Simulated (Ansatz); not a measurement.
`CSB[SiH2]O` → `BSC` + `O[SiH]` at 500 K and 1 bar (silylene formation by 1,1-elimination).

Gas-phase electronic energies from Ansatz, PBE0-D4/def2-TZVP geometries. CCSD(T)/CBS is the MP2 limit (def2-TZVPP, def2-QZVPP) plus CCSD(T) − MP2 in def2-TZVPP, frozen cores. This one scheme is used for every species. Each species was taken in one conformer, which may not be the lowest.

```tsv
species	CCSD(T)/CBS energy (Eh)	H − E (kJ/mol)	S (J/(mol·K))
`CSB[SiH2]O`	-829.14395	272.2	457.6
`BSC`	-463.64092	189.0	330.9
`O[SiH]`	-365.43832	75.8	267.5
```

H − E and S are ideal-gas, rigid-rotor, harmonic terms from PBE0-D4/def2-TZVP, for one conformer and one mirror image of each species. 1 Eh = 2625.50 kJ/mol, R = 8.31446 J/(mol·K).

Task: By hand: ΔE, ΔH, ΔS and ΔG.

Result: ΔE = (-463.64092) + (-365.43832) − (-829.14395) = 0.06471 Eh = 169.9 kJ/mol. Δ(H − E) = 189.0 + 75.8 − 272.2 = -7.4, so ΔH = 162.5 kJ/mol. ΔS = 330.9 + 267.5 − 457.6 = 140.8 J/(mol·K). ΔG = 162.5 − 500 × (140.8)/1000 = 92.1 kJ/mol.

Task: By hand: the equilibrium constant, and the temperature at which ΔG would vanish if ΔH and ΔS stayed fixed.

Result: log₁₀ K = −ΔG/(RT ln 10) = -9.6. ΔG = 0 at ΔH/ΔS = 1154 K.

The number of gas molecules changes by +1, which sets the sign of ΔS. A doubt of 5 kJ/mol in ΔE shifts log₁₀ K by 0.5 here. Other conformers and mirror images would add mixing entropy, several J/(mol·K) or more a flexible species. Modes under 60 cm⁻¹, often nearly free rotors, make the harmonic entropy too high. These are equilibria of isolated gas molecules and say nothing of rates. Largest T1 diagnostic: 0.016 (customary marks: 0.02 for closed shells, 0.045 for open ones).
